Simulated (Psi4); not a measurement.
dimethyl thioether (C₂H₆S), singlet, at a GFN2-xTB geometry. Base run: Psi4 1.11 with MP2/cc-pVDZ.

Psi4 was given this input:
```
memory 2 GB

molecule {
0 1
C    -0.00785030    1.37740407   -0.51360720
S     0.00254915   -0.00233310    0.66481604
C     0.00387440   -1.37376512   -0.52330710
H    -0.00953359    2.29198623    0.06939964
H     0.88368653    1.33243683   -1.13329467
H    -0.90367752    1.32479552   -1.12646809
H     0.01000382   -2.29241661    0.05323624
H    -0.89238709   -1.32447364   -1.13580872
H     0.89497696   -1.31683233   -1.14263530
}

set {
  basis cc-pvdz
}

energy('mp2')
print_variables()
```

Each row names what was changed in the base input (with any setting that the change needs).

```
change                          ΔE vs base (kcal/mol)  MP2 correlation (Eh)  basis functions  core-seconds (rough)
------------------------------  ---------------------  --------------------  ---------------  --------------------
base                                            0.000              -0.44145               76                     2
method = fno-ccsd(t)                           -37.37              -0.44166               76                    20
cc_type = df                                    0.000              -0.44145               76                     3
method = mp2.5                                 -12.76              -0.44145               76                     3
method = scs-mp2                               -0.496              -0.44166               76                     9
scf_type = pk; mp2_type = conv                 -0.186              -0.44166               76                     7
method = mp3                                   -25.52              -0.44145               76                     3
method = cepa(1)                               -31.58              -0.44166               76                    10
method = qcisd(t)                              -37.49              -0.44166               76                    20
freeze_core = on                                 7.82              -0.42898               76                     2
```
